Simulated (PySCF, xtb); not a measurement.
Bonds broken one at a time in the series B F-Br. All species are isolated molecules in the gas phase. Strings in code marks are SMILES.

Quantity: homolytic bond dissociation enthalpy at 298 K (no spin–orbit term), in kcal/mol. Thermal and zero-point terms are GFN2-xTB rigid-rotor harmonic values (xtb).

Case: B–Br bond of `FB(Br)Br`, giving `F[B]Br` and `[Br]`. Geometry of `FB(Br)Br` (neutral, multiplicity 1, Å):

```xyz
4

F     -0.0901     1.4243    -0.4338
B     -0.0085     0.1343    -0.2369
Br    -1.6066    -0.8896    -0.1342
Br     1.7052    -0.6690    -0.0608
```

### Question
What homolytic bond dissociation enthalpy at 298 K (no spin–orbit term) does M06-2X/6-31G* // PBE0-D4/def2-TZVP (PySCF) give?

### Answer
99.3 kcal/mol.
